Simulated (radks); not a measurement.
All-electron atom: Ru3+ in [Kr] 4d3 5s2 (not the ground configuration). All-electron calculation, scalar-relativistic Kohn-Sham, PBE, spin-polarised, spherical densities, finite nucleus; open shells are filled with parallel spins first (spin-orbit coupling, left out, can overturn this in heavy ions); Fermi nuclear charge, rms radius 4.4809 fm. Program: a radial shooting solver on a logarithmic mesh with Libxc functionals. Some entries of the table are withheld. Estimate them.

| orbital | occ. | eigenvalue (eV) | <r> (bohr) | <1/r> (bohr^-1) |
|---|---|---|---|---|
| 1s down | 1 | -21983.43 | 0.03344 | 45.87 |
| 1s up | 1 | -21983.42 | 0.03344 | 45.87 |
| 2s up | 1 | -3202.008 | 0.1457 | 10.37 |
| 2s down | 1 | -3201.453 | 0.1457 | 10.37 |
| 2p up | 3 | -2872.674 | 0.1270 | 10.05 |
| 2p down | 3 | -2872.257 | 0.1270 | 10.06 |
| 3s up | 1 | -602.5352 | 0.4025 | 3.596 |
| 3s down | 1 | -602.2535 | 0.4025 | 3.596 |
| 3p up | 3 | -494.3520 | 0.4029 | 3.424 |
| 3p down | 3 | -494.0293 | 0.4028 | 3.424 |
| 3d up | 5 | -320.4546 | 0.3838 | 3.197 |
| 3d down | 5 | -319.9461 | 0.3837 | 3.197 |
| 4s up | 1 | -122.0419 | 1.0000 | 1.369 |
| 4s down | 1 | -119.4063 | 0.9970 | 1.376 |
| 4p up | 3 | -91.2068 | (1) | 1.238 |
| 4p down | 3 | -88.4436 | (2) | 1.243 |
| 4d up | 3 | (3) | 1.352 | 0.9732 |
| 4d down | 0 | (4) | 1.367 | 0.9665 |
| 5s up | 1 | -32.8920 | (5) | 0.5486 |
| 5s down | 1 | -31.8134 | (6) | 0.5341 |

Answer. 
(1) 4p up <r> (bohr): 1.088
(2) 4p down <r> (bohr): 1.087
(3) 4d up eigenvalue (eV): -46.2329
(4) 4d down eigenvalue (eV): -43.5273
(5) 5s up <r> (bohr): 2.387
(6) 5s down <r> (bohr): 2.435
